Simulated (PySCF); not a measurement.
A structure optimised at r2SCAN-D4/def2-TZVPD, used in a PySCF frequency run:

```xyz
5

C      0.0000     0.0000    -0.3338
H      0.0000     0.8865    -0.9947
H      0.0000    -0.8865    -0.9947
Li    -1.6603     0.0000     0.6653
Li     1.6603     0.0000     0.6653
```

### Question
Write its SMILES, formula and point group.

### Answer
[Li][CH2][Li], CH2Li2, C2v

### Question
What are its rotational constants (standard atomic weights)?

### Answer
47.278, 12.683, 10.669 GHz
